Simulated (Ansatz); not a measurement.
`C[Se][GeH2][F]` + HCl → `[F][GeH2][Cl]` + `C[SeH]` at 700 K and 1 bar (ligand exchange at a Ge–Se bond).

Computed with Ansatz on PBE0-D4/def2-TZVP structures; ΔE is electronic, products minus reactants. CCSD(T)/CBS is the MP2 limit (def2-TZVPP, def2-QZVPP) plus CCSD(T) − MP2 in def2-TZVPP, frozen cores. This one scheme is used for every species. For Ge, Se outer-core shells are correlated without core-valence functions, which leaves a few kJ/mol of doubt a bond. Scalar relativity is left out up to krypton. One conformer a species, not always the lowest.

```json
{"species": "`C[Se][GeH2][F]`", "CCSD(T)/CBS energy (Eh)": "-4617.72550", "H − E (kJ/mol)": "219.8", "S (J/(mol·K))": "467.9"}
{"species": "HCl", "CCSD(T)/CBS energy (Eh)": "-460.38127", "H − E (kJ/mol)": "38.4", "S (J/(mol·K))": "211.8"}
{"species": "`[F][GeH2][Cl]`", "CCSD(T)/CBS energy (Eh)": "-2636.95386", "H − E (kJ/mol)": "96.6", "S (J/(mol·K))": "360.2"}
{"species": "`C[SeH]`", "CCSD(T)/CBS energy (Eh)": "-2441.15625", "H − E (kJ/mol)": "157.6", "S (J/(mol·K))": "325.3"}
```

H − E and S are ideal-gas, rigid-rotor, harmonic terms from PBE0-D4/def2-TZVP, for one conformer and one mirror image of each species. 1 Eh = 2625.50 kJ/mol, R = 8.31446 J/(mol·K).

By hand: ΔE, ΔH, ΔS and ΔG.

ΔE = (-2636.95386) + (-2441.15625) − (-4617.72550) − (-460.38127) = -0.00334 Eh = -8.8 kJ/mol. Δ(H − E) = 96.6 + 157.6 − 219.8 − 38.4 = -4.0, so ΔH = -12.8 kJ/mol. ΔS = 360.2 + 325.3 − 467.9 − 211.8 = 5.8 J/(mol·K). ΔG = -12.8 − 700 × (5.8)/1000 = -16.9 kJ/mol.

By hand: the equilibrium constant, and the temperature at which ΔG would vanish if ΔH and ΔS stayed fixed.

log₁₀ K = −ΔG/(RT ln 10) = 1.3. ΔH and −TΔS have one sign here, so there is no such temperature. One of them is within its doubt of zero, so this could turn.

The number of gas molecules stays the same, so ΔS is small and ΔH decides. A doubt of 5 kJ/mol in ΔE shifts log₁₀ K by 0.4 here. Other conformers and mirror images would add mixing entropy, several J/(mol·K) or more a flexible species. Modes under 60 cm⁻¹, often nearly free rotors, make the harmonic entropy too high. These are equilibria of isolated gas molecules and say nothing of rates. Largest T1 diagnostic: 0.011 (customary marks: 0.02 for closed shells, 0.045 for open ones).
